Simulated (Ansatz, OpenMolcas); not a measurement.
# PbS (SMILES [S][Pb]): methods side by side

PbS has 2 atoms, charge 0, and is taken as a singlet. SMILES: `[S][Pb]`. Geometry: the measured bond length.

```xyz
2

S     0.0000    0.0000    0.0000
Pb    0.0000    0.0000    2.2869
```

Quantity: the vertical ionisation energy (to the doublet cation), in eV. The values are calculated.

```
                               level                    kind     program  value (eV)  less CCSD(T)/def2-TZVPP
     PBE/def2-TZVPP (core potential)                     GGA      Ansatz        9.05                    +0.08
  r2SCAN/def2-TZVPP (core potential)                meta-GGA      Ansatz        9.01                    +0.04
   B3LYP/def2-TZVPP (core potential)           global hybrid  OpenMolcas        9.00                    +0.03
 wB97M-V/def2-TZVPP (core potential)  range-separated hybrid      Ansatz        8.86                    -0.11
  B2PLYP/def2-TZVPP (core potential)           double hybrid      Ansatz        9.02                    +0.05
RPA@PBE0/def2-TZVPP (core potential)                     RPA      Ansatz        8.97                     0.00
     MP2/def2-TZVPP (core potential)     perturbation theory      Ansatz        9.12                    +0.15
 CCSD(T)/def2-TZVPP (core potential)   coupled cluster or CI      Ansatz        8.97                     0.00
    CCSD/def2-TZVPP (core potential)   coupled cluster or CI      Ansatz        8.75                    -0.22
```

CCSD(T)/def2-TZVPP (core potential) is the highest level here, not the true value. Spin-orbit coupling, which can split open shells on such heavy atoms by tenths of an eV, is left out. The values span 8.75 to 9.12 eV.
